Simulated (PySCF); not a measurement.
GeI₃, SMILES [I][Ge]([I])[I] (connectivity only; charge and spin as stated), charge +1, multiplicity 1.

Coordinates come from a r2SCAN-D4/def2-SVP optimisation. The spin state was assumed, not searched. The isomer is the one that the SMILES or the coordinates give; other isomers of the formula were not compared. The def2 effective core potentials stand for the cores of I; spin–orbit coupling is left out.

All values below come from PySCF 2.14.0 with TDDFT-B3LYP/def2-SVPD.

Vertical excitations; the highest root listed may be one member of a degenerate set. Gas-phase values at a fixed geometry. State labels are in the subgroup C2v.

```tsv
state	symmetry	energy (eV)	λ (nm)	f	main pairs
S1	B1	2.82	440	0.000	HOMO→LUMO 100 %
S2	A2	3.10	399	0.000	HOMO→LUMO+1 100 %
S3	A2	3.18	390	0.000	HOMO−1→LUMO (degenerate set)
S4	B2	3.18	390	0.000	HOMO−2→LUMO (degenerate set)
S5	A1	3.37	368	0.004	HOMO−3→LUMO (degenerate set)
S6	B1	3.37	368	0.004	HOMO−4→LUMO (degenerate set)
S7	B2	3.59	345	0.000	HOMO−3→LUMO+1 (degenerate set)
S8	A2	3.59	345	0.000	HOMO−4→LUMO+1 (degenerate set)
S9	B1	3.96	313	0.095	HOMO−1→LUMO+1 (degenerate set)
S10	A1	3.96	313	0.095	HOMO−2→LUMO+1 (degenerate set)
T1	B1	2.47	502	0	HOMO→LUMO 99 %
T2	A2	2.85	435	0	HOMO−1→LUMO (degenerate set)
T3	B2	2.85	435	0	HOMO−2→LUMO (degenerate set)
T4	A1	2.95	420	0	HOMO−3→LUMO 98 %
```
Triplets are in the Tamm–Dancoff approximation, which puts them higher than full response would, so one can lie above its singlet here.
